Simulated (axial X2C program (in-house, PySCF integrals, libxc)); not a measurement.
## TaH⁺: from Re and ωe to a spectrum

A bond curve at the CCSD(T) level, two-component, was computed with an in-house all-electron X2C program for linear molecules (integrals from PySCF) (basis Ta dyall-cv3z [13s14p9d7f4g], H dyall-v3z [6s2p1d] (cores contracted in-house)) for the state Ω = 3/2 (⟨Sz⟩ = -1.48, ⟨Lz⟩ = 2.98 at HF). Its fit gives Re = 1.7372 Å, ωe = 1939.2 cm⁻¹, ωexe = 24.8 cm⁻¹ and αe = 1.181e-01 cm⁻¹; the masses are 180.9480 and 1.0078 u. Two-component means X2C with spin–orbit coupling and atomic mean-field Coulomb and Gaunt terms.

Correlated methods: 5 electrons correlated (number of frozen shells: Ta 5 s, 4 p, 2 d, 1 f; H none), 249 virtual spin orbitals or spinors in MP2, 65 natural virtuals in coupled cluster.

(1) Find the reduced mass, Be and the force constant.

(2) Scale the constants to the deuteride (D 2.0141 u) within the Born–Oppenheimer picture.

(3) A Morse curve ties αe to the other constants (Pekeris). How well does that hold?

(4) Estimate the centrifugal constant by the Kratzer relation.

(5) Where do the fundamental and the first overtone lie?

Occupations by symmetry block were frozen at the best pattern of an incomplete PBE0 search. Coupled cluster ran in a truncated set of natural virtual spinors; the MP2 energy of the rest was added. (T) has no such correction and the atoms are truncated less, which lowers De at CCSD(T) by a hundredth of an eV or more. With several unpaired electrons one determinant need not be a pure state. The outer-core s and p shells of the metal are frozen in the correlated rows, which leaves out core–valence correlation; for alkali and alkaline-earth bonds that tends to lengthen them. With the outer-core shells frozen, correlated bond lengths of heavy atoms tend to come out a few hundredths of an ångström too long. The lowest spin-free determinant has another configuration (M_S = 3/2, Λ = 0), so the order of states is uncertain and this need not be the ground state.

Answers

(1) From the CCSD(T) values: μ = 1.0022 u. Be = 16.8576/(μ Re²) = 5.574 cm⁻¹. k = 5.8918×10⁻⁷ μ ωe² = 2.22 mdyn/Å.

(2) ρ = √(μH/μD) = 0.7093; ωe = 1375.5, ωexe = 12.5, Be = 2.804 cm⁻¹; the zero-point energy falls by 279 cm⁻¹.

(3) αe(Morse) = 6Be²/ωe × (√(ωexe/Be) − 1) = 1.066e-01 cm⁻¹; the CCSD(T) curve gives 1.181e-01 cm⁻¹, a ratio of 0.90.

(4) D = 4Be³/ωe² = 1.84e-04 cm⁻¹.

(5) ν(1←0) = ωe − 2ωexe = 1889.6 cm⁻¹; ν(2←0) = 2ωe − 6ωexe = 3729.6 cm⁻¹.
